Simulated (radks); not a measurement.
Valence configurations of Ca II (all share [Ar]). All-electron calculation, Dirac Kohn-Sham, PBE, spin-unpolarised, spherical densities, finite nucleus; open shells fill j = l - 1/2 first; Fermi nuclear charge, rms radius 3.4776 fm. Program: a radial shooting solver on a logarithmic mesh with Libxc functionals. Energies are relative to 4s1; eigenvalues in eV.

| valence | E (eV) | e(3d3/2) | e(4p1/2) | e(4s1/2) |
|---|---|---|---|---|
| 4s1 | 0.000 | - | - | -8.965 |
| 4p1 | 3.027 | - | -6.545 | - |
| 3d1 | 1.370 | -5.691 | - | - |
| 4s0.5 4p0.5 | 1.510 | - | -6.255 | -9.284 |
| 3d0.5 4s0.5 | 0.515 | -6.838 | - | -8.245 |

NIST lists [Ar] 4s1 as the ground configuration; this level of theory agrees among the configurations tried. The energies are those of spherical spin-averaged densities, not of single terms.
